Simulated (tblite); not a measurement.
Compound: C₂H₅BF₃O (charge -1).
Bonds: C1–B2, B2–O3, O3–C4, C4–F5, C4–F6, C4–F7. Hydrogens: H8, H9, H10 on C1; H11, H12 on B2.

Computed with GFN2-xTB (tblite), gas phase: nudged elastic band of 9 images (0 to 8), spring 0.2 eV/Å², climbing image at the end, force threshold 0.05 eV/Å. No saddle search or frequency run followed, so the top image need not be a first-order saddle, and its height can exceed the method's true barrier by a kcal/mol or more.

The band describes a rotation about C4–O3 (CF3 carbon, boron-bound oxygen), followed by the dihedral F5–C4–O3–B2, from the optimised start (-62°) to a second optimised geometry at 61°.

**Question.** Give the energy profile along the converged band.

**Answer.** 
| image | dihedral (°) | E (eV) | C4–O3 (Å) | F5···B2 (Å) | largest true force (eV/Å) |
| --- | --- | --- | --- | --- | --- |
| 0 | -62 | 0.000 | 1.236 | 3.00 | 0.01 |
| 1 | -47 | 0.008 | 1.235 | 2.90 | 0.05 |
| 2 | -31 | 0.026 | 1.235 | 2.84 | 0.05 |
| 3 | -14 | 0.044 | 1.235 | 2.79 | 0.04 |
| 4 | 5 | 0.047 | 1.235 | 2.78 | 0.05 |
| 5 | 24 | 0.033 | 1.235 | 2.80 | 0.05 |
| 6 | 40 | 0.014 | 1.236 | 2.85 | 0.04 |
| 7 | 53 | 0.003 | 1.236 | 2.92 | 0.04 |
| 8 | 61 | 0.000 | 1.236 | 3.00 | 0.01 |

Barriers of this band. The top is image 4 at 5°: 0.05 eV in either direction, as the ends lie within 0.002 eV of each other (their dihedrals are equal and opposite within 4°). The central bond is 0.001 Å shorter at the top than at the start.

**Question.** What rate follows at 350 K for crossing this barrier forward?

**Answer.** Taking the electronic barrier for the free energy of activation (no zero-point or entropy terms, transmission 1), rate = (kT/h)·exp(−ΔE/kT) ≈ 2 × 10^12 s⁻¹, whose inverse is 7 × 10^-13 s. An error of 1 kcal/mol in the barrier changes this by a factor of 4, and the method and the loose band can each miss by that much or more. The barrier is only 1.6 kT, where transition-state theory is rough.

**Question.** How long is the path, and how are the images spaced?

**Answer.** Cartesian distances between aligned neighbours (all atoms, Å): 0.48, 0.48, 0.48, 0.47, 0.49, 0.48, 0.45, 0.36; the sum is 3.70 Å, and the top lies 52 % of the way along.

What follows is the cost of the whole band run. The run took 2.9 s wall on one thread of an Intel Xeon Platinum 8259CL at 2.50 GHz, no GPU, shared host with 96 logical CPUs at a one-minute load of 32, and the process peaked at 0.18 GiB of memory.
